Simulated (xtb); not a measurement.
F₂HS, SMILES [SH+](F)F, charge +1. All values are semi-empirical tight-binding results from xtb (GFN2-xTB unless named), good for trends rather than for accurate numbers. Coordinates come from a GFN2-xTB optimisation. The isomer is the one that the SMILES or the coordinates give; other isomers of the formula were not compared.

Computed properties:
```json
{
  "point_group_as_xtb_finds_it": "Cs",
  "orbital_gap": "5.26 eV",
  "zero_point_energy": "8.1 kcal/mol",
  "G − E(el) at 298.15 K (modified RRHO)": "-8.1 kcal/mol",
  "static polarisability (D4 model)": "26.7 bohr³",
  "solvation energy, GFN2-xTB/ALPB(water)": "-69.7 kcal/mol",
  "solvation energy, GFN2-xTB/ALPB(ch2cl2)": "-60.8 kcal/mol"
}
```
